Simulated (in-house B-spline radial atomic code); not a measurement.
Configurations of Sc³⁺, with energies counted from [Ne] 3s2 3p6. Level of theory: scalar-relativistic (X2C) BHandHLYP, spin-polarised, spherical fractional occupations, exact exchange averaged over the configuration, Fermi nucleus of rms radius 3.5459 fm; calculated with a radial B-spline atomic code at the basis-set limit. Shells without spins written out take the highest spin.

Occupations are held fixed; configurations that lie above the ionisation limit could autoionise.

| configuration | E - E(ref) (eV) | highest orbital | its <r> (bohr) |
| --- | --- | --- | --- |
| [Ne] 3s2 3p5 4p1 | 46.773 | 4p up | 2.941 |
| [Ne] 3s1 3p6 4s1 | 66.219 | 4s up | 2.625 |
| [Ne] 3s1 3p6 4d1 | 79.706 | 4d up | 3.665 |
| [Ne] 3s1 3p6 4f1 | 84.468 | 4f up | 4.219 |
| [He] 2s2 2p5 3s2 3p6 4p1 | 422.1 | 4p up | 2.869 |
| [He] 2s2 2p5 3s2 3p6 4f1 | 435.39 | 4f up | 4.237 |

**Question.** Order these further configurations by energy, lowest first.
A. [He] 2s2 2p5 3s2 3p6 4d1
B. [Ne] 3s2 3p5 4s1
C. [Ne] 3s2 3p5 4d1
D. [He] 2s2 2p5 3s2 3p6 4s1
E. [He] 2s2 2p5 3s2 3p6 3d1

**Answer.** B (41.219 eV), C (54.688 eV), E (404.45 eV), D (416.52 eV), A (430.12 eV).

**Question.** How far above the reference does [Ne] 3s2 3p5 4f1 lie?

**Answer.** 59.388 eV; its least bound orbital is 4f up with <r> = 4.228 bohr.
